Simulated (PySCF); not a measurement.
**[Mo(F)6] (charge 0, multiplicity 1)**

Computed with PBE-D3(BJ)/def2-TZVP // TPSS-D3(BJ)/def2-SVP (PySCF).

The HOMO is -10.68 eV and the dipole moment comes out as 0.00 D. The HOMO–LUMO gap is 4.37 eV. The LUMO is -6.31 eV, the charge on the central atom (Mulliken) is 1.82 e and the total energy is -667.2718 Ha. The cost is roughly 2.4 core-minutes.

Bonds (Å): Mo1–F2 1.839, Mo1–F3 1.839, Mo1–F4 1.839, Mo1–F5 1.839, Mo1–F6 1.839, Mo1–F7 1.839. Bond angles (°): F2–Mo1–F3 89.9, F2–Mo1–F4 180.0, F2–Mo1–F5 90.1, F2–Mo1–F6 90.1, F2–Mo1–F7 89.9, F3–Mo1–F4 90.1, F3–Mo1–F5 90.0, F3–Mo1–F6 180.0, F3–Mo1–F7 90.0, F4–Mo1–F5 89.9, F4–Mo1–F6 89.9, F4–Mo1–F7 90.1, F5–Mo1–F6 90.0, F5–Mo1–F7 180.0, F6–Mo1–F7 90.0.
Charge 0, spin multiplicity 1.
